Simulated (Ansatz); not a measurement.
Two isomers of CH5BBrN: A = `CNBBr`, B = `NBCBr`.

Gas-phase electronic energies from Ansatz, PBE0-D4/def2-TZVP geometries. CBS: MP2 limit from def2 TZ/QZ plus the TZ coupled-cluster correction, frozen cores. Functionals use def2-TZVPP. B3LYP here is the variant with VWN-RPA as its local correlation; programs differ in this. For Br outer-core shells are correlated without core-valence functions, which leaves a few kJ/mol of doubt a bond. Scalar relativity is left out up to krypton. One conformer a species, not always the lowest.

A:

```xyz
9

C     0.895    0.787    0.230
N    -0.196   -0.146    0.404
B    -0.875   -0.791   -0.606
Br   -2.312   -2.007   -0.162
H     1.805    0.430    0.720
H     0.647    1.770    0.639
H     1.101    0.901   -0.834
H    -0.459   -0.318    1.363
H    -0.606   -0.625   -1.754
```

B:

Z-matrix (Å, degrees):
```
C
B 1 1.573
Br 1 1.953 2 114.8
H 1 1.091 2 111.5 3 -120.2
H 1 1.091 2 111.5 3 120.2
N 2 1.380 1 122.7 3 0.0
H 2 1.200 1 117.7 3 -180.0
H 6 1.009 2 121.6 1 0.1
H 6 1.005 2 123.6 1 -179.9
```

(1) Which isomer does CCSD(T)/CBS put lower? Give the gap. (Estimate.)

(2) Give E(B) − E(A) in kJ/mol with PBE-D4, r2SCAN-D4, B3LYP-D4, MP2/def2-TZVPP, LDA (SPW92), ωB97M-V, B3LYP. (An estimate is asked.)

(3) Does the order hold for the free energy at 298.15 K (harmonic terms from PBE0-D4)? (Best estimate.)

Largest T1 diagnostic: 0.010.

Results:

(1) The calculation gave: A, by 53.7 kJ/mol.

(2) The calculation gave: PBE-D4 51.2, r2SCAN-D4 53.6, B3LYP-D4 51.9, MP2/def2-TZVPP 56.7, LDA (SPW92) 52.8, ωB97M-V 51.9, B3LYP 54.0. None reverses the order clearly.

(3) Ansatz gave: Yes: G(B) − G(A) = +51.6 kJ/mol, for one conformer each.

From BLYP to BHLYP (50 % exact exchange), in def2-TZVPP and without D4, E(B) − E(A) moves by +5.1 kJ/mol. At CCSD(T), def2-SVP lies +19.9 kJ/mol from the extrapolated value and def2-TZVPP +1.2 kJ/mol.
